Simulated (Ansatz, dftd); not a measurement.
Reaction: C2HClF2 (SMILES FC(F)=CCl) → C2HClF2 ((E)-1-chloro-1,2-difluoroethene, SMILES F/C(Cl)=C\F)
Each species at its own B3LYP-D3(BJ)/def2-TZVP minimum (Ansatz, a program for electronic structure).

Wanted: isomerisation energy (electronic), in kJ/mol. Open shells are spin-unrestricted; no spin-orbit coupling. Cores are frozen in correlated methods. Rows without X2C or -DK are non-relativistic. CBS(X,Y): correlation extrapolated as X^-3, Hartree-Fock from the larger set. A bracket is a step between two methods taken in the basis named. The functionals are non-relativistic, so their misses hold any scalar relativity. Double hybrids freeze cores in their MP2 part. 'core' is core correlation in cc-pwCVTZ (1s frozen past Ne), 'X2C' scalar relativity in cc-pVTZ-DK, both at CCSD(T).

Compared with CCSD(T)/CBS(cc-pV(T+d)Z,cc-pV(Q+d)Z) + [CCSDT(Q) - CCSD(T)]/cc-pV(D+d)Z + core + X2C (Ansatz): 27.2 kJ/mol.

Costs are rough ratios of core time, to one figure, on one kind of shared machine, summed over the single points of the molecules; atoms, geometries and frequencies are left out. The first row took roughly 10 core seconds; short runs hold start-up time.

```
level                            program  cost relative to the first row  difference (kJ/mol)
------------------------  --------------  ------------------------------  -------------------
PBE0/def2-TZVPD                   Ansatz                               1                  0.1
r2SCAN-D3(BJ)/def2-TZVPD  Ansatz + dftd3                               1                 -0.7
CAM-B3LYP/def2-TZVPD              Ansatz                               1                 -1.2
r2SCANh/def2-TZVPD                Ansatz                               1                  0.5
B2GP-PLYP/def2-TZVPD              Ansatz                               2                 -0.6
CCSDT(Q)/cc-pV(D+d)Z              Ansatz                             200                  7.0
```

The dearest row costs roughly 200 times the first. Costs within a factor of two don't rank. The table holds for this case alone.
